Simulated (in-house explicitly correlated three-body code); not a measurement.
Computed with an exponentially correlated three-body code. Model: two electrons around a point charge, non-relativistic, variational in 260 exponentially correlated functions (energies converged to about 1e-7 hartree, or 1e-8 relative for large Z).

Command:
```bash
python run_hyl.py task.json out
```
Settings (lengths in bohr, energies in hartree):
```
Z                      2
screening              0.004
interaction_strength   1
functions              260
states_tried           13
```

Time taken, with all properties: 49 s on 1 thread of Intel(R) Xeon(R) Platinum 8488C (Sapphire Rapids) (shared host).

**Those bound S and P states to n = 4 that converged, binding against the one-electron ion.**

Given: nuclear charge 2; Yukawa screening of all interactions 0.004 1/bohr.

Computed: one-electron threshold -1.99201198 hartree.

```csv
term,energy (hartree),binding (eV)
1 1S,-2.89174272,24.483
2 3S,-2.16327517,4.6603
2 1S,-2.13402669,3.8644
2 3P,-2.12121188,3.5157
2 1P,-2.11189479,3.2622
3 3S,?,?
3 1S,-2.04938015,1.5611
3 3P,-2.04618622,1.4742
3 1P,-2.04325711,1.3945
4 3S,-2.02468367,0.88904
4 1S,-2.02177157,0.8098
4 3P,?,?
4 1P,-2.01926055,0.74147
```

(1) What belongs in the row 3 3S?

(2) What belongs in the row 4 3P?

**Converged states only, values per electron or pair (inverse distances are <exp(-kr)/r>).**

```csv
term,mean r (bohr),mean r squared (bohr²),mean inverse r (1/bohr),mean r12 (bohr),mean inverse r12 (1/bohr),mean cosine,mean p1 dot p2 (bohr⁻²),delta r1 (bohr⁻³),delta r12 (bohr⁻³)
1 1S,0.92948,1.1935,1.6843,1.4221,0.94183,-0.064202,0.15907,1.8104,0.10635
2 3S,2.5507,11.467,1.1507,4.4479,0.26421,-0.015836,0.0074396,1.3203,-
2 1S,2.9734,16.093,1.1314,5.2703,0.24569,-0.014653,0.0095005,1.3094,0.0086476
2 3P,2.6744,13.217,1.1292,4.7007,0.26264,-0.036707,-0.06455,1.2589,-
2 1P,2.9112,15.772,1.1192,5.1393,0.24103,-0.0047721,0.046024,1.2744,0.00073492
3 3S,?,?,?,?,?,?,?,?,-
3 1S,6.5156,86.003,1.0545,12.312,0.10753,-0.0043101,0.0026261,1.2831,0.0024301
3 3P,6.3257,82.238,1.054,11.94,0.11193,-0.010403,-0.018334,1.2691,-
3 1P,?,?,?,?,?,?,?,?,?
4 3S,10.679,239.4,1.0306,20.627,0.061295,-0.0016794,0.00073916,1.2778,-
4 1S,11.575,282.56,1.0285,22.416,0.058784,-0.0017859,0.0010666,1.2772,0.00099289
4 3P,11.494,281.21,1.0283,22.259,0.060512,-0.0042699,-0.0075143,1.2716,-
4 1P,11.976,305.55,1.027,23.219,0.057869,-0.00046654,0.0062183,1.2733,0.00011092
```

(3) What belongs in the row 3 3S?

(4) What belongs in the row 3 1P?

**Electric-dipole lines between converged S and P states, rate of the upper state's decay.**

```json
{"s state": "1 1S", "p state": "2 1P", "p minus s (eV)": "21.221", "oscillator strength from s": "0.27606", "rate (1/s)": "1.7981e+09"}
{"s state": "1 1S", "p state": "3 1P", "p minus s (eV)": "?", "oscillator strength from s": "?", "rate (1/s)": "?"}
{"s state": "1 1S", "p state": "4 1P", "p minus s (eV)": "23.741", "oscillator strength from s": "0.029698", "rate (1/s)": "2.4212e+08"}
{"s state": "2 1S", "p state": "2 1P", "p minus s (eV)": "0.60224", "oscillator strength from s": "0.37658", "rate (1/s)": "1.9755e+06"}
{"s state": "2 1S", "p state": "3 1P", "p minus s (eV)": "2.47", "oscillator strength from s": "0.15105", "rate (1/s)": "1.3329e+07"}
{"s state": "2 1S", "p state": "4 1P", "p minus s (eV)": "?", "oscillator strength from s": "?", "rate (1/s)": "?"}
{"s state": "3 1S", "p state": "2 1P", "p minus s (eV)": "-1.7011", "oscillator strength from s": "-0.14542", "rate (1/s)": "1.826e+07"}
{"s state": "3 1S", "p state": "3 1P", "p minus s (eV)": "0.16662", "oscillator strength from s": "0.62684", "rate (1/s)": "251700"}
{"s state": "3 1S", "p state": "4 1P", "p minus s (eV)": "0.8196", "oscillator strength from s": "0.14301", "rate (1/s)": "1.3895e+06"}
{"s state": "4 1S", "p state": "2 1P", "p minus s (eV)": "-2.4524", "oscillator strength from s": "-0.02581", "rate (1/s)": "6.7356e+06"}
{"s state": "4 1S", "p state": "3 1P", "p minus s (eV)": "-0.58465", "oscillator strength from s": "-0.30719", "rate (1/s)": "4.5563e+06"}
{"s state": "4 1S", "p state": "4 1P", "p minus s (eV)": "0.068328", "oscillator strength from s": "0.85972", "rate (1/s)": "58056"}
{"s state": "2 3S", "p state": "2 3P", "p minus s (eV)": "1.1446", "oscillator strength from s": "0.5392", "rate (1/s)": "1.0217e+07"}
{"s state": "2 3S", "p state": "3 3P", "p minus s (eV)": "3.1862", "oscillator strength from s": "0.064313", "rate (1/s)": "9.4432e+06"}
{"s state": "2 3S", "p state": "4 3P", "p minus s (eV)": "3.8849", "oscillator strength from s": "0.025631", "rate (1/s)": "5.5951e+06"}
{"s state": "3 3S", "p state": "2 3P", "p minus s (eV)": "-1.7531", "oscillator strength from s": "-0.20849", "rate (1/s)": "2.7804e+07"}
{"s state": "3 3S", "p state": "3 3P", "p minus s (eV)": "0.28846", "oscillator strength from s": "0.8913", "rate (1/s)": "1.0727e+06"}
{"s state": "3 3S", "p state": "4 3P", "p minus s (eV)": "0.9872", "oscillator strength from s": "0.049665", "rate (1/s)": "700080"}
{"s state": "4 3S", "p state": "2 3P", "p minus s (eV)": "-2.6267", "oscillator strength from s": "-0.031659", "rate (1/s)": "9.4781e+06"}
{"s state": "4 3S", "p state": "3 3P", "p minus s (eV)": "-0.58511", "oscillator strength from s": "-0.43534", "rate (1/s)": "6.4672e+06"}
{"s state": "4 3S", "p state": "4 3P", "p minus s (eV)": "0.11362", "oscillator strength from s": "1.2163", "rate (1/s)": "227120"}
```

(5) What belongs in the row 1 1S 3 1P?

(6) What belongs in the row 2 1S 4 1P?

**Static dipole response.**

```json
{"state": "1 1S", "polarisability (bohr³)": "1.3832"}
{"state": "2 1S", "polarisability (bohr³)": "800.54"}
{"state": "2 3S", "polarisability (bohr³)": "315.72"}
```

Results:

(1) energy (hartree): -2.05678704; binding (eV): 1.7626.

(2) energy (hartree): -2.02050805; binding (eV): 0.77542.

(3) mean r (bohr): 5.8588; mean r squared (bohr²): 68.781; mean inverse r (1/bohr): 1.0597; mean r12 (bohr): 11.004; mean inverse r12 (1/bohr): 0.11334; mean cosine: -0.0042397; mean p1 dot p2 (bohr⁻²): 0.0018934; delta r1 (bohr⁻³): 1.285.

(4) mean r (bohr): 6.6849; mean r squared (bohr²): 92.029; mean inverse r (1/bohr): 1.051; mean r12 (bohr): 12.649; mean inverse r12 (1/bohr): 0.1056; mean cosine: -0.0011749; mean p1 dot p2 (bohr⁻²): 0.014522; delta r1 (bohr⁻³): 1.2736; delta r12 (bohr⁻³): 0.00025152.

(5) p minus s (eV): 23.088; oscillator strength from s: 0.073305; rate (1/s): 5.6521e+08.

(6) p minus s (eV): 3.1229; oscillator strength from s: 0.048914; rate (1/s): 6.9e+06.
